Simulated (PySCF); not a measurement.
CHO3 (SMILES O=C([O-])O), charge -1, singlet, at a GFN2-xTB geometry, with bond 3-2 at 3.0 times its length; HF/def2-SV(P) (PySCF).

Input for PySCF:
```python
from pyscf import gto, scf

mol = gto.M(
    atom='''
O     1.133934   -0.595474    0.060069
C    -0.172049    0.046248   -0.010546
O    -0.008373    3.727898    0.120441
O    -1.108087   -0.728969   -0.101257
H     1.765446    0.130336    0.127853
''',
    basis='def2-sv(p)',
    charge=-1,
    spin=0,
    verbose=4,
)

mf = scf.RHF(mol)
mf.kernel()
mo_i, mo_e, stable_i, stable_e = mf.stability(internal=True, external=True, return_status=True, nroots=6, tol=1e-6)
print('internally stable:', stable_i, ' externally stable:', stable_e)
if not stable_e:
    umf = mf.to_uhf() if not hasattr(mf, 'xc') else mf.to_uks()
    umf.scf_summary = {}
    umf.kernel(umf.make_rdm1(mo_e, umf.mo_occ))
mf.analyze()
```

**Question.** What does PySCF print? Leave out banner, timings and long lists.

**Answer.** 
```
PySCF version 2.14.0

[INPUT] verbose = 4
[INPUT] num. atoms = 5
[INPUT] num. electrons = 32
[INPUT] charge = -1
[INPUT] spin (= nelec alpha-beta = 2S) = 0
[INPUT] symmetry False subgroup None
[INPUT] Mole.unit = angstrom
[INPUT] Symbol           X                Y                Z      unit          X                Y                Z       unit  Magmom
[...]
nuclear repulsion = 83.6323065844028
number of shells = 26
number of NR pGTOs = 100
number of NR cGTOs = 58
basis = def2-sv(p)
ecp = {}

******** <class 'pyscf.scf.hf.RHF'> ********
method = RHF
initial guess = minao
damping factor = 0
level_shift factor = 0
DIIS = <class 'pyscf.scf.diis.CDIIS'>
diis_start_cycle = 1
diis_space = 8
diis_damp = 0
SCF conv_tol = 1e-09
SCF conv_tol_grad = None
SCF max_cycles = 50
direct_scf = True
direct_scf_tol = 1e-13
Set gradient conv threshold to 3.16228e-05
Initial guess from minao.
init E= -262.209198109983
cycle= 1 E= -261.49853845676  delta_E= 0.711  |g|= 1.46  |ddm|= 2.23
cycle= 2 E= -253.153871512744  delta_E= 8.34  |g|= 3.14  |ddm|= 7.08
cycle= 3 E= -261.734697331784  delta_E= -8.58  |g|= 1.08  |ddm|=    7
cycle= 4 E= -262.110304892171  delta_E= -0.376  |g|= 0.653  |ddm|= 0.976
cycle= 5 E= -262.458456309059  delta_E= -0.348  |g|= 0.608  |ddm|= 1.72
cycle= 6 E= -262.482471196186  delta_E= -0.024  |g|= 0.56  |ddm|= 0.502
cycle= 7 E= -262.518142001078  delta_E= -0.0357  |g|= 0.394  |ddm|= 0.304
cycle= 8 E= -262.550779161418  delta_E= -0.0326  |g|= 0.0753  |ddm|= 0.378
cycle= 9 E= -262.554185637617  delta_E= -0.00341  |g|= 0.043  |ddm|= 0.172
cycle= 10 E= -262.555831392134  delta_E= -0.00165  |g|= 0.00858  |ddm|= 0.142
cycle= 11 E= -262.556115177927  delta_E= -0.000284  |g|= 0.00244  |ddm|= 0.0758
cycle= 12 E= -262.556135988621  delta_E= -2.08e-05  |g|= 0.00142  |ddm|= 0.0248
cycle= 13 E= -262.556136958237  delta_E= -9.7e-07  |g|= 0.000508  |ddm|= 0.00242
cycle= 14 E= -262.556137421263  delta_E= -4.63e-07  |g|= 0.0005  |ddm|= 0.00128
cycle= 15 E= -262.556137935068  delta_E= -5.14e-07  |g|= 0.000446  |ddm|= 0.0012
cycle= 16 E= -262.556138615715  delta_E= -6.81e-07  |g|= 0.000438  |ddm|= 0.00171
cycle= 17 E= -262.556142474107  delta_E= -3.86e-06  |g|= 0.000388  |ddm|= 0.00966
cycle= 18 E= -262.556149991488  delta_E= -7.52e-06  |g|= 0.000268  |ddm|= 0.0258
cycle= 19 E= -262.556152980425  delta_E= -2.99e-06  |g|= 0.00016  |ddm|= 0.0194
cycle= 20 E= -262.556153593206  delta_E= -6.13e-07  |g|= 7.72e-05  |ddm|= 0.00907
cycle= 21 E= -262.55615371784  delta_E= -1.25e-07  |g|= 3.04e-05  |ddm|= 0.00536
cycle= 22 E= -262.556153721653  delta_E= -3.81e-09  |g|= 1.38e-05  |ddm|= 0.000951
cycle= 23 E= -262.556153721798  delta_E= -1.44e-10  |g|= 4.74e-06  |ddm|= 0.000101
Extra cycle  E= -262.556153721815  delta_E= -1.76e-11  |g|= 1.95e-06  |ddm|= 1.14e-05
converged SCF energy = -262.556153721815
rhf_internal: lowest eigs of H = [0.02295063 0.02326112 0.40104792 0.76541614 0.95290408 0.98537216]
<class 'pyscf.scf.hf.RHF'> wavefunction is stable in the internal stability analysis
rhf_real2complex: lowest eigs of H = [-0.07294123 -0.07284211  0.07094348  0.14242869  0.22773323  0.24388167]
<class 'pyscf.scf.hf.RHF'> wavefunction has an real -> complex instability
rhf_external: lowest eigs of H = [-0.16877545 -0.16866456  0.01004321  0.04966658  0.10489927  0.18267726]
<class 'pyscf.scf.hf.RHF'> wavefunction has an RHF/RKS -> UHF/UKS instability
internally stable: True  externally stable: False

******** <class 'pyscf.scf.uhf.UHF'> ********
method = UHF
initial guess = minao
damping factor = 0
level_shift factor = 0
DIIS = <class 'pyscf.scf.diis.CDIIS'>
diis_start_cycle = 1
diis_space = 8
diis_damp = 0
SCF conv_tol = 1e-09
SCF conv_tol_grad = None
SCF max_cycles = 50
direct_scf = True
direct_scf_tol = 1e-13
number electrons alpha = 16  beta = 16
Set gradient conv threshold to 3.16228e-05
init E= -262.598838527182
cycle= 1 E= -262.621451018006  delta_E= -0.0226  |g|= 0.0641  |ddm|= 0.117
[...]
cycle= 14 E= -262.639124978911  delta_E= -6.18e-08  |g|= 6.73e-05  |ddm|= 0.000474
cycle= 15 E= -262.63912516002  delta_E= -1.81e-07  |g|= 6.24e-05  |ddm|= 0.00148
cycle= 16 E= -262.639125502673  delta_E= -3.43e-07  |g|= 5.37e-05  |ddm|= 0.00335
cycle= 17 E= -262.639125636336  delta_E= -1.34e-07  |g|= 4.95e-05  |ddm|= 0.00162
cycle= 18 E= -262.639125812358  delta_E= -1.76e-07  |g|= 4.19e-05  |ddm|= 0.00266
cycle= 19 E= -262.63912590387  delta_E= -9.15e-08  |g|= 3.82e-05  |ddm|= 0.00183
cycle= 20 E= -262.639125918371  delta_E= -1.45e-08  |g|= 3.76e-05  |ddm|= 0.000292
cycle= 21 E= -262.639125930523  delta_E= -1.22e-08  |g|= 3.73e-05  |ddm|= 0.000214
cycle= 22 E= -262.639125939014  delta_E= -8.49e-09  |g|= 3.72e-05  |ddm|= 0.000137
cycle= 23 E= -262.639125947317  delta_E= -8.3e-09  |g|= 3.71e-05  |ddm|= 0.000123
cycle= 24 E= -262.639125956467  delta_E= -9.15e-09  |g|= 3.71e-05  |ddm|= 0.000155
cycle= 25 E= -262.63912596005  delta_E= -3.58e-09  |g|= 3.71e-05  |ddm|= 7.65e-05
cycle= 26 E= -262.639125961645  delta_E= -1.59e-09  |g|= 3.71e-05  |ddm|= 6.72e-05
cycle= 27 E= -262.639125961391  delta_E= 2.54e-10  |g|= 3.71e-05  |ddm|= 6.68e-05
cycle= 28 E= -262.639125959077  delta_E= 2.31e-09  |g|= 3.71e-05  |ddm|= 3.29e-05
cycle= 29 E= -262.639125964068  delta_E= -4.99e-09  |g|= 3.71e-05  |ddm|= 7.16e-05
cycle= 30 E= -262.639125953502  delta_E= 1.06e-08  |g|= 3.71e-05  |ddm|= 0.00015
cycle= 31 E= -262.63912596198  delta_E= -8.48e-09  |g|= 3.71e-05  |ddm|= 0.00012
cycle= 32 E= -262.639125963882  delta_E= -1.9e-09  |g|= 3.71e-05  |ddm|= 2.73e-05
cycle= 33 E= -262.639125948928  delta_E= 1.5e-08  |g|= 3.71e-05  |ddm|= 0.000215
cycle= 34 E= -262.639125952906  delta_E= -3.98e-09  |g|= 3.71e-05  |ddm|= 8.47e-05
cycle= 35 E= -262.639125954052  delta_E= -1.15e-09  |g|= 3.71e-05  |ddm|= 3.94e-05
cycle= 36 E= -262.639125951961  delta_E= 2.09e-09  |g|= 3.71e-05  |ddm|= 3.54e-05
cycle= 37 E= -262.639125955589  delta_E= -3.63e-09  |g|= 3.71e-05  |ddm|= 5.17e-05
cycle= 38 E= -262.639125956253  delta_E= -6.65e-10  |g|= 3.71e-05  |ddm|= 1.04e-05
cycle= 39 E= -262.63912595599  delta_E= 2.63e-10  |g|= 3.71e-05  |ddm|= 3.78e-06
cycle= 40 E= -262.639125954978  delta_E= 1.01e-09  |g|= 3.71e-05  |ddm|= 1.44e-05
cycle= 41 E= -262.639125954886  delta_E= 9.15e-11  |g|= 3.71e-05  |ddm|= 2.67e-06
cycle= 42 E= -262.639125957866  delta_E= -2.98e-09  |g|= 3.71e-05  |ddm|= 4.25e-05
cycle= 43 E= -262.639125959188  delta_E= -1.32e-09  |g|= 3.71e-05  |ddm|= 1.91e-05
cycle= 44 E= -262.63912595906  delta_E= 1.28e-10  |g|= 3.71e-05  |ddm|= 2.52e-06
cycle= 45 E= -262.639125958637  delta_E= 4.23e-10  |g|= 3.71e-05  |ddm|= 6.04e-06
cycle= 46 E= -262.639125958595  delta_E= 4.22e-11  |g|= 3.71e-05  |ddm|= 1.02e-06
cycle= 47 E= -262.639125958533  delta_E= 6.19e-11  |g|= 3.71e-05  |ddm|= 9.89e-07
cycle= 48 E= -262.639125958238  delta_E= 2.95e-10  |g|= 3.71e-05  |ddm|= 4.27e-06
cycle= 49 E= -262.639125958194  delta_E= 4.37e-11  |g|= 3.71e-05  |ddm|= 1.2e-06
cycle= 50 E= -262.639125961203  delta_E= -3.01e-09  |g|= 3.71e-05  |ddm|= 4.27e-05
SCF not converged.
SCF energy = -262.639125961203 after 50 cycles  <S^2> = 1.0051573  2S+1 = 2.2406761
**** SCF Summaries ****
Total Energy =                        -262.556153721815292
Nuclear Repulsion Energy =              83.632306584402798
One-electron Energy =                 -535.316563177703870
Two-electron Energy =                  189.128102871485765
Two-electron Coulomb Energy =          219.426202448980092
DFT Exchange-Correlation Energy =      -30.298099577494327
**** MO energy ****
[...]
 ** Mulliken pop on meta-lowdin orthogonal AOs  **
 ** Mulliken pop  **
 ** Mulliken atomic charges  **
charge of    0O =     -0.60421
charge of    1C =      0.01513
charge of    2O =     -0.05954
charge of    3O =     -0.60835
charge of    4H =      0.25698

WARN: System has nonzero charge -1; the dipole moment is origin-dependent.
Location of origin: [0. 0. 0.]

Dipole moment(X, Y, Z, Debye):  2.36814,  1.08509,  0.20105
```

The run did not converge; its last values are not results.
